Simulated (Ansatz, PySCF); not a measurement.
CaF (SMILES [F][Ca]), doublet, geometry from GFN2-xTB (such geometries of metal compounds can be far from the true shape) (the spin is typed, not shown lowest). Base run: HF/cc-pVDZ run with PySCF.

The PySCF input:
```python
from pyscf import gto, scf

mol = gto.Mole()
mol.atom = '''
    Ca   -0.00000000   -0.00000000   -0.57526226
    F     0.00000000    0.00000000    1.27836059
'''
mol.basis = 'cc-pvdz'
mol.spin = 1
mol.verbose = 3
mol.build()

mf = scf.UHF(mol)
mf.kernel()
```

The same geometry, method and basis name were run in Ansatz (an electronic-structure program) and PySCF, at each program's defaults and at the settings that a row names. The base is PySCF at its defaults. Differences at the defaults can come from grids, fitting, cores and function types together.

| code and settings | ΔE vs base (µEh) | basis functions | E (Eh) | SCF cycles | dipole (D) |
|---|---|---|---|---|---|
| PySCF, defaults (exact integrals, spherical functions) | 0.0 | 41 | -776.26563 | 11 | 2.26 |
| Ansatz, defaults (factorised integrals, spherical functions) | 2.6 | 41 | -776.26563 | - | - |
| PySCF, density fitting with def2-universal-jkfit | 81.0 | 41 | -776.26555 | 11 | 2.26 |
| Ansatz, high accuracy | 0.0 | 41 | -776.26563 | - | - |

Open shells are given as the SCF converged; they aren't shown to be the lowest states, and a large step between rows can be another state.
